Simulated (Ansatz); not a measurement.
Start from `[CH3][Al]([NH2])[Cl]` and change one atom or group to get `[CH3][Al]([NH2])[Br]`.

Ansatz, PBE0-D4/def2-TZVP geometries, multiplicity 1. Each molecule was computed in one conformer, which needn't be the lowest.

Scalar relativity is left out up to krypton.

```json
{"property": "HOMO energy (PBE0/def2-TZVPP) / eV", "`[CH3][Al]([NH2])[Cl]`": "-7.61"}
{"property": "LUMO energy (B3LYP/def2-TZVPP) / eV", "`[CH3][Al]([NH2])[Cl]`": "-0.31"}
{"property": "HOMO–LUMO gap (ωB97M-V/def2-TZVPP) / eV", "`[CH3][Al]([NH2])[Cl]`": "11.43"}
{"property": "HOMO energy (PBE/def2-TZVPP) / eV", "`[CH3][Al]([NH2])[Cl]`": "-6.20"}
{"property": "ideal-gas entropy at 298 K and 1 bar (rigid rotor, harmonic PBE0-D4/def2-TZVP) / J/(mol·K)", "`[CH3][Al]([NH2])[Cl]`": "344"}
{"property": "HOMO–LUMO gap (PBE0/def2-TZVPP) / eV", "`[CH3][Al]([NH2])[Cl]`": "7.59"}
```

(1) Give the same properties after the change, and the shifts. (Estimate.)

Answers

(1) Ansatz gave: 
| property | `[CH3][Al]([NH2])[Br]` | shift |
| --- | --- | --- |
| HOMO energy (PBE0/def2-TZVPP) / eV | -7.61 | 0.00 |
| LUMO energy (B3LYP/def2-TZVPP) / eV | -0.39 | -0.08 |
| HOMO–LUMO gap (ωB97M-V/def2-TZVPP) / eV | 11.33 | -0.10 |
| HOMO energy (PBE/def2-TZVPP) / eV | -6.22 | -0.02 |
| ideal-gas entropy at 298 K and 1 bar (rigid rotor, harmonic PBE0-D4/def2-TZVP) / J/(mol·K) | 356 | 12 |
| HOMO–LUMO gap (PBE0/def2-TZVPP) / eV | 7.51 | -0.08 |

Modes under 60 cm⁻¹, often nearly free rotors, make the harmonic entropy too high.

B3LYP here is the variant with VWN-RPA as its local correlation; programs differ in this.

Spin–orbit coupling is left out; it splits and shifts lone-pair levels of the heavy atoms by tenths of an eV.
